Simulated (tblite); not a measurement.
C2H9BN2Si.
Atom-mapped SMILES: `[CH2:1]=[CH:2][BH:3][NH:4][SiH2:5][NH2:6]` (hydrogens: H7, H8 on C1; H9 on C2; H10 on B3; H11 on N4; H12, H13 on Si5; H14, H15 on N6)

Computed with GFN2-xTB (tblite), gas phase: L-BFGS steps from a force-field or distance-geometry start until the largest atomic force falls under 0.01 eV/Å.

Step 34: E = -481.8465 eV
```
atom  x, y, z in Å  |  force x, y, z in eV/Å
C1     -3.1172    0.0137   -0.2988    0.025   0.003  -0.005
C2     -1.7906    0.0622   -0.3408    0.046   0.012   0.034
B3     -0.8637   -1.0972    0.1183    0.073  -0.046   0.089
N4      0.5128   -0.8909    0.2566   -0.008   0.008  -0.027
Si5     1.4816    0.5385    0.0108    0.045  -0.127   0.003
N6      3.0816   -0.1086    0.0797    0.033  -0.003   0.081
H7     -3.6280   -0.8588    0.0718   -0.053  -0.055  -0.010
H8     -3.7476    0.8277   -0.6181   -0.064   0.067  -0.007
H9     -1.3315    0.9747   -0.7046    0.010   0.040  -0.032
H10    -1.3162   -2.1520    0.3758    0.021  -0.023  -0.012
H11     1.0593   -1.6943    0.5383   -0.079   0.046  -0.042
H12     1.3385    1.0959   -1.3339    0.007   0.001   0.022
H13     1.1540    1.5142    1.0632   -0.034   0.032  -0.021
H14     3.8546    0.5198   -0.0684   -0.040  -0.037  -0.001
H15     3.3079   -0.7485    0.8284    0.019   0.083  -0.073
```

Step 35: E = -481.8481 eV
```
atom  x, y, z in Å  |  force x, y, z in eV/Å
C1     -3.1161    0.0127   -0.2998   -0.013   0.026   0.012
C2     -1.7892    0.0665   -0.3327    0.010  -0.016   0.008
B3     -0.8645   -1.0954    0.1263    0.035  -0.039   0.043
N4      0.5126   -0.8929    0.2512    0.008   0.014  -0.002
Si5     1.4825    0.5348    0.0104    0.020  -0.037   0.000
N6      3.0828   -0.1070    0.0831    0.007   0.017   0.006
H7     -3.6321   -0.8569    0.0743   -0.002  -0.035  -0.021
H8     -3.7488    0.8235   -0.6258   -0.040   0.059  -0.009
H9     -1.3297    0.9768   -0.7047   -0.008   0.013  -0.002
H10    -1.3171   -2.1519    0.3776    0.020  -0.009   0.000
H11     1.0583   -1.6972    0.5276   -0.049   0.005  -0.030
H12     1.3389    1.0955   -1.3343    0.012  -0.009   0.037
H13     1.1533    1.5120    1.0637   -0.029   0.009  -0.042
H14     3.8548    0.5202   -0.0691   -0.014  -0.012  -0.006
H15     3.3097   -0.7443    0.8302    0.045   0.014   0.007
```

Step 36: E = -481.8487 eV
```
atom  x, y, z in Å  |  force x, y, z in eV/Å
C1     -3.1162    0.0130   -0.3004   -0.025   0.029   0.010
C2     -1.7887    0.0675   -0.3296   -0.018  -0.011   0.001
B3     -0.8643   -1.0943    0.1330    0.021  -0.015   0.007
N4      0.5141   -0.8944    0.2460   -0.006  -0.022   0.012
Si5     1.4836    0.5324    0.0091   -0.004   0.019   0.000
N6      3.0833   -0.1078    0.0827    0.021  -0.017   0.026
H7     -3.6343   -0.8570    0.0724    0.019  -0.013  -0.021
H8     -3.7504    0.8232   -0.6288   -0.008   0.031  -0.005
H9     -1.3297    0.9770   -0.7062   -0.012  -0.007   0.019
H10    -1.3176   -2.1493    0.3879    0.018  -0.012   0.005
H11     1.0595   -1.7013    0.5154   -0.044   0.010  -0.025
H12     1.3413    1.0995   -1.3331    0.014  -0.014   0.035
H13     1.1509    1.5081    1.0639   -0.024   0.001  -0.048
H14     3.8540    0.5201   -0.0684    0.010   0.012  -0.018
H15     3.3101   -0.7402    0.8342    0.040   0.010   0.001
```

**Question.** Estimate the geometry and energy of step 37. (The exact step hangs on the optimiser's Hessian estimate; all steps are aligned on step 36, rigid shifts and turns removed.)

**Answer.** E = -481.8490 eV, largest force 0.053 eV/Å
```
atom  x, y, z in Å  |  force x, y, z in eV/Å
C1     -3.1166    0.0137   -0.3004   -0.025   0.017   0.009
C2     -1.7887    0.0669   -0.3296   -0.028  -0.007   0.005
B3     -0.8638   -1.0947    0.1354   -0.018  -0.002  -0.015
N4      0.5144   -0.8948    0.2438   -0.017  -0.003   0.009
Si5     1.4842    0.5318    0.0085   -0.007   0.025   0.005
N6      3.0837   -0.1081    0.0833    0.017  -0.002   0.004
H7     -3.6348   -0.8579    0.0699    0.023   0.003  -0.018
H8     -3.7513    0.8247   -0.6277    0.007   0.016  -0.003
H9     -1.3298    0.9763   -0.7072   -0.010  -0.013   0.027
H10    -1.3180   -2.1490    0.3930    0.024  -0.006   0.005
H11     1.0586   -1.7018    0.5115   -0.015  -0.021  -0.012
H12     1.3434    1.1021   -1.3318    0.013  -0.015   0.022
H13     1.1491    1.5067    1.0628   -0.023   0.004  -0.041
H14     3.8542    0.5196   -0.0686    0.014   0.018  -0.022
H15     3.3110   -0.7387    0.8352    0.044  -0.014   0.026
```

The energy changes by -0.0004 eV. The first-order estimate −F·Δx gives -0.0005 eV and the mean of the old and new forces, exact on a quadratic surface, -0.0003 eV. The step makes an angle of 68° with the force vector and moves no atom by more than 0.005 Å.

What follows is the cost of the whole relaxation. Time: 0.59 s wall. Hardware: one thread, Arm Neoverse V1 (aarch64), on a shared host.
